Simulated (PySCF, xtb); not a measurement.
Zn(Me)(NH2) (CH5NZn), SMILES [CH3][Zn][NH2].

GFN2-xTB (xtb 6.7.1) at its own geometry gives an orbital gap of 3.87 eV and a dipole moment of 1.34 D.

The structure is a stationary point at PBE-D3(BJ)/def2-SVP. One conformer was computed; it need not be the lowest.

Task: What does PBE/def2-TZVPD (PySCF) give? (An estimate is asked for; the answer gives what the named calculation found.)

Result: gap 4.47 eV (levels -5.47 and -1.01 eV), dipole 1.00 D.
